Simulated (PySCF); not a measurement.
Excitation energy of Cl⁺ by level of theory

Cl⁺ [Ne] 3s2 3p4 (3P) → Cl⁺ [Ne] 3s1 3p5 (3P), as a difference of total energies. Calculation: PySCF 2.14, in dyall-av3z (19s12p3d2f, 84 functions); the non-relativistic Hamiltonian (point nucleus). Correlated levels: valence: [Ne] frozen; virtual orbitals above 40 to 60 times the deepest correlated orbital energy dropped. The calculations carry no spin-orbit coupling.

```json
{"method": "UHF", "excitation energy (cm⁻¹)": "115240"}
{"method": "LDA", "excitation energy (cm⁻¹)": "98559"}
{"method": "PBE", "excitation energy (cm⁻¹)": "99078"}
{"method": "PBE0", "excitation energy (cm⁻¹)": "103380"}
{"method": "r2SCAN", "excitation energy (cm⁻¹)": "101310"}
{"method": "LC-wPBE", "excitation energy (cm⁻¹)": "104070"}
{"method": "MN15", "excitation energy (cm⁻¹)": "96808"}
{"method": "M06", "excitation energy (cm⁻¹)": "102760"}
{"method": "BP86", "excitation energy (cm⁻¹)": "98835"}
{"method": "MP2 (valence)", "excitation energy (cm⁻¹)": "104910"}
{"method": "SCS-MP2 (valence)", "excitation energy (cm⁻¹)": "103660"}
```

Errors of the correlated levels include the incompleteness of this basis and the frozen core.

Q: Which method comes closest to the reference value, and which is furthest?

A: The reference is 93343 cm⁻¹ (measured; NIST levels, between the centres of gravity of the two terms). Closest: MN15 (error 3464.7 cm⁻¹); furthest: UHF (error 21892 cm⁻¹).
